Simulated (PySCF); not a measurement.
C2H6GeOS.
Z-matrix (Å and degrees, PBE0-D3(BJ)/def2-SVP geometry), rows numbered from 1:
```
C 
C   1  1.5010
O   2  1.2058  1  122.81
Ge  2  2.0249  1  118.71  3  -179.93
S   4  2.2101  2  102.21  1   179.92
H   1  1.1023  2  109.57  3   120.97
H   1  1.1021  2  109.74  3  -122.10
H   1  1.0990  2  110.46  3    -0.45
H   4  1.5416  2  110.34  1   -60.04
H   4  1.5420  2  110.22  1    60.04
H   5  1.3617  4   87.96  2    -0.40
```

Theory: PBE0-D3(BJ)/def2-SVP geometry optimisation, gas phase in PySCF 2.14.0.

Take the most abundant isotopes and a rigid rotor. The values belong to one conformer with, in the numbering `[CH3:1][C:2](=[O:3])[GeH2:4][SH:5]`, C1–C2–Ge4–S5 180°, C2–Ge4–S5–H 0°.

(1) What are A, B and C (GHz)?

(2) Classify the top.

(3) Is it planar, by Δ = Ic − Ia − Ib?

(4) Give the coordinates in the principal-axis frame, origin at the centre of mass.

(5) Which lines would a microwave search look for?

(6) Estimate the classical rotational partition function at 50 K, 200 K and 500 K.

Results:

(1) Ia = 118.57, Ib = 292.27, Ic = 401.36 u·Å²; 505379 MHz·u·Å²/I gives 4262, 1729 and 1259 MHz, that is A = 4.2624, B = 1.7291, C = 1.2592 GHz.

(2) An asymmetric top: κ = (2 × 1729 − 4262 − 1259)/(4262 − 1259) = -0.69.

(3) Not planar: Δ = Ic − Ia − Ib = -9.48 u·Å². For a rigid frame Δ = −2 Σ m c², so Σ m c² = 4.74 u·Å² lies off the ab plane, practically all of it from hydrogen. The atom farthest from that plane is 1.25 Å away.

(4) The sense of each axis is arbitrary; atoms in the order of the calculation.
```json
{"atom": "C1", "mass (u)": "12.000", "a (Å)": "-2.760", "b (Å)": "0.148", "c (Å)": "0.001"}
{"atom": "C2", "mass (u)": "12.000", "a (Å)": "-1.399", "b (Å)": "-0.487", "c (Å)": "-0.001"}
{"atom": "O3", "mass (u)": "15.995", "a (Å)": "-1.236", "b (Å)": "-1.681", "c (Å)": "-0.001"}
{"atom": "Ge4", "mass (u)": "73.921", "a (Å)": "0.233", "b (Å)": "0.711", "c (Å)": "0.000"}
{"atom": "S5", "mass (u)": "31.972", "a (Å)": "1.888", "b (Å)": "-0.754", "c (Å)": "0.000"}
{"atom": "H6", "mass (u)": "1.008", "a (Å)": "-2.867", "b (Å)": "0.789", "c (Å)": "0.891"}
{"atom": "H7", "mass (u)": "1.008", "a (Å)": "-2.865", "b (Å)": "0.805", "c (Å)": "-0.878"}
{"atom": "H8", "mass (u)": "1.008", "a (Å)": "-3.543", "b (Å)": "-0.623", "c (Å)": "-0.007"}
{"atom": "H9", "mass (u)": "1.008", "a (Å)": "0.237", "b (Å)": "1.612", "c (Å)": "-1.251"}
{"atom": "H10", "mass (u)": "1.008", "a (Å)": "0.236", "b (Å)": "1.608", "c (Å)": "1.254"}
{"atom": "H11", "mass (u)": "1.008", "a (Å)": "0.950", "b (Å)": "-1.740", "c (Å)": "0.009"}
```

(5) The dipole components are |μa| = 2.68 D, |μb| = 2.07 D, |μc| = 0.00 D; the mirror of this Cs structure is the ab plane, so μc vanishes by symmetry (the 0.01 D computed is a residue) and there are no c-type lines. Intensities carry the squares of the components, which stand as 1.00 : 0.60 (a : b). Some lines, for components of 0.1 D or more:

| type | branch | J(Ka,Kc) | MHz | lower level (cm⁻¹) |
| --- | --- | --- | --- | --- |
| a | Q | 1(1,0) ← 1(1,1) | 470 | 0.184 |
| a | Q | 2(1,1) ← 2(1,2) | 1410 | 0.368 |
| a | R | 1(0,1) ← 0(0,0) | 2988 | 0.000 |
| b | Q | 2(1,1) ← 2(0,2) | 3533 | 0.297 |
| b | Q | 3(1,2) ← 3(0,3) | 4430 | 0.588 |
| b | R | 4(1,3) ← 3(2,2) | 5824 | 0.967 |
| b | R | 3(0,3) ← 2(1,2) | 6610 | 0.368 |
| a | R | 3(2,2) ← 2(2,1) | 8965 | 0.668 |
| b | R | 3(1,3) ← 2(0,2) | 10348 | 0.297 |
| a | R | 4(2,3) ← 3(2,2) | 11907 | 0.967 |
| a | R | 4(2,2) ← 3(2,1) | 12452 | 0.977 |
| b | R | 2(2,1) ← 1(1,0) | 14046 | 0.200 |
| b | R | 5(1,5) ← 4(0,4) | 14665 | 0.969 |
| a | R | 5(2,4) ← 4(2,3) | 14809 | 1.365 |
| a | R | 5(3,3) ← 4(3,2) | 15101 | 1.833 |
| a | R | 5(2,3) ← 4(2,2) | 15787 | 1.393 |
| b | R | 3(2,1) ← 2(1,2) | 18266 | 0.368 |
| b | R | 4(2,3) ← 3(1,2) | 18842 | 0.736 |
| b | R | 3(3,0) ← 2(2,1) | 22846 | 0.668 |
| b | Q | 5(5,0) ← 5(4,1) | 24789 | 2.979 |
| b | Q | 5(5,1) ← 5(4,2) | 24792 | 2.979 |
| b | R | 4(3,1) ← 3(2,2) | 25969 | 0.967 |
| b | R | 5(2,3) ← 4(1,4) | 27373 | 1.006 |
| b | R | 5(3,2) ← 4(2,3) | 29260 | 1.365 |
| b | R | 4(4,1) ← 3(3,0) | 31338 | 1.430 |
| b | R | 4(4,0) ← 3(3,1) | 31343 | 1.430 |
| b | R | 5(4,2) ← 4(3,1) | 34324 | 1.834 |
| b | R | 5(5,0) ← 4(4,1) | 39866 | 2.476 |

(6) Point group Cs, symmetry number σ = 1; q = (√π/σ)·√((kT/h)³/(ABC)), k/h = 20836.6 MHz/K: 19600 at 50 K, 157000 at 200 K, 619000 at 500 K.

PBE0-D3(BJ)/def2-SVP frequencies: not computed here. Constants of a rigid frame at the computed geometry: no zero-point averaging, no centrifugal distortion. A rigid rotor knows nothing of internal rotation, which can split or shift real lines.

The run took 34 s on an Arm Neoverse V2 with one thread, shared host with 32 logical CPUs at a one-minute load of 21, and the process peaked at 0.52 GiB of memory. That covers the optimisation of the geometry.
